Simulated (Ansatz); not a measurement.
CH6FNSi2 can be A, `N[Si]1(F)C[SiH2]1`, or B, `F[SiH]1C[SiH2]N1`.

Program: Ansatz. Geometries: PBE0-D4/def2-TZVP. ΔE: electronic, gas phase. CBS: MP2 limit from def2 TZ/QZ plus the TZ coupled-cluster correction, frozen cores. DFT in def2-TZVPP. One conformer a species, not always the lowest.

Q: Which is lower in electronic energy at CCSD(T)/CBS, and by how much? (An estimate is asked.)

A: The calculation gave: B, by 44.4 kcal/mol.

Q: Give E(B) − E(A) in kcal/mol with MP2/def2-TZVPP, HF/def2-TZVPP, CCSD(T)/def2-TZVPP, PBE0-D4, B2PLYP, BLYP-D4, ωB97M-V. (Estimate.)

A: The calculation gave: MP2/def2-TZVPP -46.2, HF/def2-TZVPP -48.9, CCSD(T)/def2-TZVPP -44.1, PBE0-D4 -40.8, B2PLYP -43.7, BLYP-D4 -39.8, ωB97M-V -44.3. None reverses the order clearly.

Q: Does the order hold for the free energy at 298.15 K (harmonic terms from PBE0-D4)? (Best estimate.)

A: Ansatz gave: Yes: G(B) − G(A) = -43.3 kcal/mol, for one conformer each.

Largest T1 diagnostic: 0.012.

In def2-TZVPP, CCSD(T) changes the Hartree–Fock value by +4.7 kcal/mol (the triples alone add +0.9 kcal/mol) and MP2 by +2.7 kcal/mol. From BLYP to BHLYP (50 % exact exchange), in def2-TZVPP and without D4, E(B) − E(A) moves by −6.5 kcal/mol.
